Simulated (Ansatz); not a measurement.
C₂H₆Cl₂S₂Sn (`C[S][Sn]([Cl])([Cl])[S]C`), relaxed with RKS PBE0-D4/def2-TZVP in Ansatz 0.2.0 from a GFN2-xTB geometry. The force threshold is 0.005 eV/Å; the program also tests the step.

The species carries charge 0 and has multiplicity 1. Sn takes the def2 core potential.

Start:

```xyz
13

C     0.534   -0.335    2.861
S    -0.608    0.368    1.643
Sn   -0.140   -1.007   -0.364
Cl    2.199   -0.933   -0.656
Cl   -0.602   -3.250    0.107
S    -1.223   -0.277   -2.452
C    -0.667    1.449   -2.580
H     0.409    0.271    3.753
H     1.555   -0.259    2.503
H     0.269   -1.365    3.072
H     0.413    1.490   -2.674
H    -1.012    2.022   -1.726
H    -1.129    1.827   -3.487
```

By how much does the energy fall, and how many steps does the optimiser take? (Best estimate.)

Computed: 0.17 eV, in 11 steps.

Which bonds change most? (An estimate is asked.)

Computed: S2–Sn3 from 2.478 to 2.370 Å; Sn3–S6 from 2.462 to 2.363 Å; Sn3–Cl4 from 2.358 to 2.332 Å; Sn3–Cl5 from 2.338 to 2.316 Å.

Give the relaxed structure. (Best estimate.)

The calculation gave: 
```xyz
13

C     0.518   -0.295    2.727
S    -0.791    0.272    1.600
Sn   -0.222   -0.980   -0.330
Cl    2.081   -0.762   -0.620
Cl   -0.593   -3.242    0.000
S    -1.349   -0.281   -2.287
C    -0.589    1.365   -2.455
H     0.397    0.290    3.638
H     1.506   -0.106    2.309
H     0.401   -1.351    2.964
H     0.491    1.289   -2.571
H    -0.837    2.008   -1.612
H    -1.014    1.792   -3.363
```
